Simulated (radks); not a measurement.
Spherical quantum dot in the effective-mass picture: electrons in a hard-walled sphere of radius 1.96, with a point charge +2 (a donor) at the centre, all in effective atomic units (hartree* = m*/eps^2 hartree, bohr* = eps/m* bohr), one dielectric constant everywhere. Method: non-relativistic Kohn-Sham, PBE, spin-polarised, spherical densities; computed with a radial shooting solver with Libxc functionals. Levels are named by radial order and angular momentum (1s, 1p, 1d, 2s, ...), and open shells are averaged over m.

N = 3, configuration 1s2 1p(up 1, down 0). This is the lowest configuration that the search found. Occupied and some empty levels:

level,occupation,eigenvalue (hartree*),<r> (bohr*)
1s up,1,0.57999,0.7582
1s down,1,0.66259,0.7442
1p up,1,2.6294,1.121
1p down,0,2.7707,1.120
2s up,0,3.9332,1.009
2s down,0,4.0209,1.021
1d up,0,4.4413,1.254
1d down,0,4.5869,1.256
1f up,0,6.5229,1.337
1f down,0,6.6624,1.340

Energy (hartree*): total -0.233021, kinetic 6.4905, external -9.5541, Hartree 4.6342, exchange-correlation -1.8036.

Electron density:

r (bohr*),n(r) (e/bohr*^3)
0.0383,3.682
0.186,2.072
0.334,1.218
0.481,0.7551
0.629,0.4950
0.777,0.3399
0.924,0.2391
1.07,0.1671
1.22,0.1116
1.37,0.06858
1.51,0.03639
1.66,0.01500
1.81,0.003459
1.96,3.176e-06
